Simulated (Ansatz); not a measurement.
Reaction (SMILES): O[Si](O)(O)O + H+ -> O[Si](O)(O)[OH2+]
Each molecule is optimised on its own at B3LYP-D3(BJ)/def2-TZVP (Ansatz, a first-principles code), one conformer each, not searched for the lowest. Frequencies are from Ansatz.

Quantity: proton affinity (0 K, with B3LYP-D3(BJ) harmonic zero-point energies), positive where the reaction releases energy, in kcal/mol. Valence correlation only, unless marked. No spin-orbit coupling. Non-relativistic. CBS(X,Y): correlation extrapolated as X^-3; Hartree-Fock from the larger set. [CCSD(T)-MP2]/basis is that difference in the basis named.

```json
[
 {"level": "revPBE-D3(BJ)/def2-TZVPD", "program": "Ansatz + dftd3", "proton affinity (kcal/mol)": "___"},
 {"level": "BHLYP-D3(BJ)/def2-TZVPD", "program": "Ansatz + dftd3", "proton affinity (kcal/mol)": "187.0"},
 {"level": "LC-wPBE-D3(BJ)/def2-TZVPD", "program": "Ansatz + dftd3", "proton affinity (kcal/mol)": "187.0"},
 {"level": "wB97X-V/def2-TZVPD", "program": "Ansatz", "proton affinity (kcal/mol)": "185.7"},
 {"level": "RPA@PBE/cc-pV(T+d)Z", "program": "Ansatz", "proton affinity (kcal/mol)": "___"},
 {"level": "CCSD/cc-pVTZ", "program": "Ansatz", "proton affinity (kcal/mol)": "___"},
 {"level": "RI-MP2/CBS(cc-pV(T+d)Z,cc-pV(Q+d)Z)+[CCSD(T)-MP2]/cc-pV(T+d)Z", "program": "Ansatz", "proton affinity (kcal/mol)": "185.1"}
]
```

### Question
Some entries are withheld; supply them.

### Answer

- revPBE-D3(BJ)/def2-TZVPD, proton affinity (kcal/mol): 187.3
- RPA@PBE/cc-pV(T+d)Z, proton affinity (kcal/mol): 191.7
- CCSD/cc-pVTZ, proton affinity (kcal/mol): 189.3
